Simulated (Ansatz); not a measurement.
Coupled-cluster run, CH5ClMoN2O (`C[N]=[Mo]([NH2])(=[O])[Cl]`).

```yaml
crystal:
  periodic: [false, false, false]
  atoms:
    - {symbol: C, position_ang: [-0.688344, -1.309944, -1.426706]}
    - {symbol: N, position_ang: [-0.532582, -0.376439, -0.370181]}
    - {symbol: Mo, position_ang: [0.165588, 1.045963, 0.302838]}
    - {symbol: N, position_ang: [0.955061, 0.485479, 1.968509]}
    - {symbol: O, position_ang: [1.336996, 1.647854, -0.739880]}
    - {symbol: Cl, position_ang: [-1.497806, 2.586014, 0.609070]}
    - {symbol: H, position_ang: [0.008108, -1.113452, -2.249198]}
    - {symbol: H, position_ang: [-1.712973, -1.267154, -1.810306]}
    - {symbol: H, position_ang: [-0.515542, -2.324063, -1.051288]}
    - {symbol: H, position_ang: [1.733739, 0.979653, 2.381098]}
    - {symbol: H, position_ang: [0.813254, -0.410912, 2.406744]}
basis:
  gaussian: {orbitals: def2-SVP}
correlation: {method: ccsd_t}
```

```sh
$ ansatz run in.yaml --threads 4 --pin off --events-out ev --progress --plain --max-ram 11315MiB
```

The program prints (abridged):

```
Functional definition: HF
1305 factors; integrals over basis functions are off by at most 1.4e-3 eV
mean field evaluation 1: about -20433.3943 eV, gradient 6.9e1 eV
mean field evaluation 2: about -20433.6324 eV, gradient 6.9e1 eV
mean field evaluation 4: about -20443.2933 eV, gradient 9.3e0 eV
mean field evaluation 8: about -20443.5420 eV, gradient 6.1e-1 eV
mean field evaluation 16: about -20443.5473 eV, gradient 2.4e-6 eV
mean field -20443.54730374 eV, -751.2865062784 hartree, gradient 4.8e-6 eV, S^2 0.000000; 0 other end points of the search recorded, 0 dependent functions left out; unrestricted orbitals would lower it
9 core orbitals not correlated: weight in the atoms' cores, before any rotation towards them, 1.000 or more for the frozen orbitals, at most 0.000 for the correlated occupied ones
reference -20443.54730374 eV, -751.2865062784 hartree; 23, 23 occupied and 98, 98 virtual orbitals, 1305 factors
second order -34.78318917 eV of doubles, -0.00000000 eV of singles
cycle   1  -31.06612548 eV  change     3.7e0 eV  update   3.2e-1
cycle   2  -33.04508520 eV  change    -2.0e0 eV  update   2.3e-1
cycle   3  -33.46602026 eV  change   -4.2e-1 eV  update   4.2e-2
cycle   4  -33.51155448 eV  change   -4.6e-2 eV  update   2.0e-2
cycle   5  -33.49840521 eV  change    1.3e-2 eV  update   7.2e-3
cycle   6  -33.50131147 eV  change   -2.9e-3 eV  update   3.7e-3
cycle   7  -33.50128115 eV  change    3.0e-5 eV  update   1.6e-3
cycle   8  -33.49919343 eV  change    2.1e-3 eV  update   9.8e-4
cycle   9  -33.49961114 eV  change   -4.2e-4 eV  update   3.5e-4
cycle  10  -33.50001456 eV  change   -4.0e-4 eV  update   2.1e-4
cycle  11  -33.49977966 eV  change    2.3e-4 eV  update   9.5e-5
cycle  12  -33.49961411 eV  change    1.7e-4 eV  update   5.3e-5
cycle  13  -33.49975473 eV  change   -1.4e-4 eV  update   1.8e-5
cycle  14  -33.49970988 eV  change    4.5e-5 eV  update   9.2e-6
perturbative correction -1.75079223 eV, -0.0643404279 hartree
Total energy: -20478.79780586 eV, -752.5819383377 hartree
```

Run time 34 s (4 threads of an Arm Neoverse V1 on a shared host); peak host memory 1 GiB.

Correlation energy per correlated electron: -0.766 eV. T1 diagnostic: 0.0214.
